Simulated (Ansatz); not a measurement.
Molecule: LaF3 (charge 0, singlet). 
Geometry from a B3LYP-D3(BJ)/def2-TZVP (Ansatz, a first-principles code) optimisation:
```xyz
4

La    -0.0282     0.0580     0.1369
F     -1.7451    -1.2110    -0.1995
F      0.0791     1.8214    -1.1080
F      1.8444    -0.9775     0.4408
```
Charge 0, spin multiplicity 1.

Basis-set convergence of Hartree-Fock and MP2 correlation energies (hartree) with Ansatz. Cores are frozen in the correlated levels unless marked. No spin-orbit coupling. Frozen are the shells of the preceding noble gas and the d and f shells that filled before the atom's block. Past Kr the def2 sets carry scalar-relativistic core potentials.

| basis | functions | E(HF) | E(corr, MP2) |
|---|---|---|---|
| def2-SVPD | 104 | -329.50097 | -0.66753 |
| def2-TZVPPD | 179 | ? | ? |

Task: Some entries are withheld; supply them.

Result: 
- def2-TZVPPD, E(HF): -329.85815
- def2-TZVPPD, E(corr, MP2): -0.84699
